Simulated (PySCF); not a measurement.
Species: C₄H₈BF₂N.
InChI=1S/C4H8BF2N/c1-8-4-2-3-5(6)7/h4H,2-3H2,1H3/b8-4-

Torsions of this conformer, `[CH3:1]/[N:2]=[CH:3]\[CH2:4][CH2:5][B:6]([F:7])[F:8]`: N2–C3–C4–C5 -178°, C3–C4–C5–B6 177°, C4–C5–B6–F7 -178°.

The closed-shell ground state was solved at several levels (PySCF, density fitting, gas phase, non-relativistic). The structure is a single PBE0-D3(BJ)/def2-SVP conformer in the gas phase; no vibrational or solvent corrections.

| level | basis functions | HOMO (eV) | LUMO (eV) | gap (eV) | dipole (D) |
| --- | --- | --- | --- | --- | --- |
| KT2/pcSseg-1 | 176 | -5.73 | -1.43 | 4.30 | 0.57 |
| wB97X-D/def2-SVPD | 230 | -9.01 | 1.34 | 10.35 | 0.61 |
| PBE0/pcSseg-1 | 176 | -7.04 | -0.39 | 6.65 | 0.63 |

Task: Estimate the row for B3LYP/pcJ-1, a basis of 296 functions; the other rows only guide the guess.

Result: HOMO -6.78 eV, LUMO -0.64 eV, gap 6.14 eV, dipole 0.59 D.

Task: Over all these levels, which gives the widest orbital gap and which the narrowest?

Result: wB97X-D/def2-SVPD (range-separated hybrid) has the widest, 10.35 eV, and KT2/pcSseg-1 (GGA) the narrowest, 4.30 eV. Functional and basis both differ between the two, so the spread mixes both effects.

Task: How far do the dipole and the HOMO energy spread over the levels?

Result: The dipole runs from 0.57 to 0.63 D (mean 0.60 D) and the HOMO from -9.01 to -5.73 eV.
